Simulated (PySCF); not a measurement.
An unknown is described by computed data only.

Formula: C7H12ClFSi2.

- Triplet: lowest triplet excitation (Tamm–Dancoff): 4.87 eV [TDA wB97X-D/def2-SVPD]
- 1H NMR: chemical shifts (computed TMS as zero) by class: 3.65 (3 H), 2.69 (1 H), 2.26 (1 H), 2.13 (1 H), 1.97 (1 H), 1.88 (1 H), 1.83 (1 H), 1.66 (1 H), 1.43 (1 H), 1.34 (1 H) ppm [GIAO PBE0/pcSseg-1]
- UV, strongest line: among the 10 lowest singlet transitions: S5 at 6.94 eV (179 nm, f = 0.141) [TDDFT wB97X-D/def2-SVPD]
- Polarisability: 146.2 au [wB97X-D/def2-SVPD]
- NMR, other nuclei: isotropic shieldings of nuclei other than C and H, by class: 367 (1 F), 353 (1 Si), 453 (1 Si), 952 (1 Cl) ppm [GIAO PBE0/pcSseg-1]
- Rotational structure: rotational constants A, B, C: 0.882, 0.525, 0.507 GHz [PBE0-D3(BJ)/def2-SVP]
- Dipole: 3.13 D [wB97X-D/def2-SVPD]
- 13C NMR: chemical shifts (computed TMS as zero) by class: 108.9 (1 C), 101.8 (1 C), 86.9 (1 C), 38.9 (1 C), 38.1 (1 C), 27.6 (1 C), 27.3 (1 C) ppm [GIAO PBE0/pcSseg-1]
- UV, first state: lowest singlet excitation: 5.65 eV (220 nm, f = 0.004) [TDDFT wB97X-D/def2-SVPD]

Gas-phase values; electronic properties from PySCF, density fitting. Levels stand in brackets. NMR shifts are as computed; neighbouring signals can stand in another order in a measured spectrum. The structure is a single PBE0-D3(BJ)/def2-SVP conformer in the gas phase; no vibrational or solvent corrections. NMR classes are plain means over equivalent atoms (diastereotopic ones count apart unless rotation or inversion swaps them), as if these changed places fast.

Question: Propose a structure and show how it fits.

Answer: Numbering: `[CH:1]#[C:2][Si@:3]([SiH3:4])([Cl:5])[C:6]1([F:7])[CH2:8][CH2:9][CH2:10][CH2:11]1`. Its formula, C7H12ClFSi2, gives 3 degrees of unsaturation: 1 ring and 2 π bonds in the structure found. 7 carbons fall into 7 classes; from least to most shielded: terminal alkyne carbon [C1] (108.9 ppm), sp3 C–F carbon [C6] (101.8 ppm), alkyne carbon [C2] (86.9 ppm), ring CH2 carbon [C8] (38.9 ppm), ring CH2 carbon [C11] (38.1 ppm), ring CH2 carbon [C9] (27.6 ppm), ring CH2 carbon [C10] (27.3 ppm). Hydrogen classes from least to most shielded: 3 H on an SiH3 silicon, Si4 (3.65 ppm), 1 H on a terminal alkyne carbon, C1 (2.69 ppm), 1 H on a ring CH2 carbon, C11 (2.26 ppm), 1 H on a ring CH2 carbon, C11 (2.13 ppm), 1 H on a ring CH2 carbon, C10 (1.97 ppm), 1 H on a ring CH2 carbon, C8 (1.88 ppm), 1 H on a ring CH2 carbon, C9 (1.83 ppm), 1 H on a ring CH2 carbon, C9 (1.66 ppm), 1 H on a ring CH2 carbon, C8 (1.43 ppm), 1 H on a ring CH2 carbon, C10 (1.34 ppm). The other shieldings belong to: 367 ppm, alkyl fluorine [F7]; 353 ppm, chlorine-bound silicon [Si3]; 453 ppm, SiH3 silicon [Si4]; 952 ppm, silicon-bound chlorine [Cl5]. The optimised geometry has point group C1 and is an asymmetric top. Structure: `C#C[Si@]([SiH3])(Cl)C1(F)CCCC1`. The assignments are read from this structure; whether some other isomer fits the data as well wasn't checked. The mirror image fits equally.
